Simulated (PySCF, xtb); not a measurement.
C4H5FO2, SMILES C[C@H]1OC=C(F)O1. One conformer was computed; it need not be the lowest.

Harmonic wavenumbers (cm⁻¹) from GFN2-xTB run with xtb at its own minimum, in rising order: 85, 172, 260, 326, 405, 467, 490, 619, 709, 726, 870, 919, 957, 1052, 1069, 1102, 1124, 1148, 1275, 1292, 1319, 1382, 1461, 1468, 1758, 2835, 3048, 3060, 3065, 3218.

What does PySCF 2.14.0 with PBE-D3(BJ)/def2-SVP give at its own minimum? (An estimate is asked for; the answer gives what the named calculation found.)

93, 246, 262, 355, 433, 463, 535, 643, 653, 723, 827, 863, 950, 1005, 1043, 1099, 1132, 1190, 1295, 1319, 1346, 1364, 1404, 1408, 1750, 2986, 2995, 3090, 3092, 3242. Paired by order, the mean absolute difference is 34 cm⁻¹ and the zero-point energies are 53.9 and 54.0 kcal/mol.
